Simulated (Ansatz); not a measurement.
The cluster B₂Mo₂⁻. Total charge -1; doublet. Geometry r2SCAN-D4/def2-TZVP, that of the neutral singlet; atoms count from 1.

```xyz
4

Mo   -0.528   -0.960    0.398
Mo    1.023    0.523   -0.199
B    -0.281    0.804    1.270
B    -0.214   -0.367   -1.468
```

In the def2 sets Mo takes a core potential; there is no spin–orbit coupling. The charge -1 doublet is spin-contaminated (final ⟨S²⟩ up to 1.10, 0.75 for a pure state). The highest occupied level of the charge -1 doublet lies above zero (up to 0.22 eV). By energy differences its removal costs 1.27 eV (vertical, to the charge 0 singlet, at r2SCAN-D4/def2-TZVPD). The structure comes from a short search, and lower isomers may exist.

**Question.** Estimate the Mulliken populations from the PBE0/def2-TZVPD orbitals of Ansatz.

**Answer.** 
```
atom  charge (e)  spin (α − β)  d electrons
 Mo1       -0.16          1.64         4.74
 Mo2       -0.16         -0.82         4.86
  B3       -0.34          0.09            –
  B4       -0.34          0.09            –
```
Mulliken values and Mayer orders depend strongly on the basis. With diffuse functions, as here, like atoms can get unlike values, and bond orders can come out too low or too high.

**Question.** Where does the spin sit?

**Answer.** Summed by element: Mo 0.82, B 0.18, of 1 unpaired in all. Largest on single atoms: Mo1 1.64, Mo2 -0.82, B3 0.09.

**Question.** And the Mayer bond orders between bonded heavy atoms (over 0.3)?

**Answer.** Mo1–Mo2 3.12 (2.23 Å); Mo1–B3 1.22 (1.98 Å); Mo1–B4 1.22 (1.98 Å); Mo2–B3 1.34 (1.98 Å); Mo2–B4 1.34 (1.98 Å).
